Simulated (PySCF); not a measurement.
Sn(F)(SiH3) (FH3SiSn), SMILES [F][Sn][SiH3] (connectivity only; charge and spin as stated), neutral, multiplicity 1.

Geometry optimised at B3LYP-D3(BJ)/def2-SVP. The def2 effective core potentials stand for the cores of Sn; spin–orbit coupling is left out.

Calculation: HF/def2-TZVPD in PySCF.

The molecule is in vacuum.

**Question.** Estimate the frontier levels, gap, dipole moment and polarisability. (The exact figures need the calculation; the answer reports its results.)

**Answer.** 
```json
{
  "highest_occupied_level": "-8.51 eV",
  "lowest_empty_level": "-0.46 eV",
  "orbital_gap": "8.05 eV",
  "dipole_moment": "3.06 D",
  "quadrupole, principal values (traceless, Buckingham form, about the centre of nuclear charge)": "-7.35, -2.27, 9.62 D·Å",
  "mean_static_polarisability": "76.8 bohr³ (11.38 Å³)",
  "polarisability_principal_values": "62.1, 63.2, 105.1 bohr³"
}
```
